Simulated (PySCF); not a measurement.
A run for PySCF: D3(BJ) and D4 dispersion corrections on C2H6FN (a complex).

```python
from pyscf import gto
from pyscf.dispersion import dftd3, dftd4

mol = gto.M(
    atom='''
    C    -0.87117176    0.98217052    0.08530888
    N    -0.11875750    0.13958578    0.64317204
    C     0.56416924   -0.86247084   -0.15016902
    H    -1.37650676    1.72740964    0.69348369
    H    -1.04150251    0.99873208   -0.99527204
    H     0.34360864   -0.78095898   -1.21971435
    H     1.63898639   -0.76360373    0.00986895
    H     0.27397852   -1.85130364    0.20846698
    F     0.22327355    0.18140599    3.22763293
    H     0.10230578    0.15884233    2.27062650
    ''',
    basis='def2-svp',
    charge=0, spin=0, verbose=0, max_memory=1800)
d3, d4 = {}, {}
for xc in ['hf', 'pbe', 'blyp', 'revpbe', 'tpss', 'r2scan', 'b3lyp', 'pbe0', 'bhlyp', 'camb3lyp', 'b2plyp']:
    d3[xc] = float(dftd3.DFTD3Dispersion(mol, xc=xc, version='d3bj', atm=False).get_dispersion()['energy'])
    print(f'D3(BJ) {xc:10s} {d3[xc]:14.8f} Eh')
for xc in ['hf', 'pbe', 'blyp', 'revpbe', 'tpss', 'r2scan', 'b3lyp', 'pbe0', 'bhlyp', 'camb3lyp', 'b2plyp']:
    d4[xc] = float(dftd4.DFTD4Dispersion(mol, xc={'camb3lyp': 'cam-b3lyp'}.get(xc, xc), atm=True).get_dispersion()['energy'])
    print(f'D4     {xc:10s} {d4[xc]:14.8f} Eh')
```

It printed:

```
D3(BJ) hf            -0.04421969 Eh
D3(BJ) pbe           -0.00539390 Eh
D3(BJ) blyp          -0.01094142 Eh
D3(BJ) revpbe        -0.01420843 Eh
D3(BJ) tpss          -0.00659199 Eh
D3(BJ) r2scan        -0.00148783 Eh
D3(BJ) b3lyp         -0.00885465 Eh
D3(BJ) pbe0          -0.00448297 Eh
D3(BJ) bhlyp         -0.00659476 Eh
D3(BJ) camb3lyp      -0.00378315 Eh
D3(BJ) b2plyp        -0.00389348 Eh
D4     hf            -0.01821981 Eh
D4     pbe           -0.00463017 Eh
D4     blyp          -0.01044238 Eh
D4     revpbe        -0.01696750 Eh
D4     tpss          -0.00626563 Eh
D4     r2scan        -0.00120422 Eh
D4     b3lyp         -0.00731428 Eh
D4     pbe0          -0.00385642 Eh
D4     bhlyp         -0.00484824 Eh
D4     camb3lyp      -0.00380683 Eh
D4     b2plyp        -0.00323169 Eh
```

The run finished.

Cost: roughly 0.010 core-seconds.
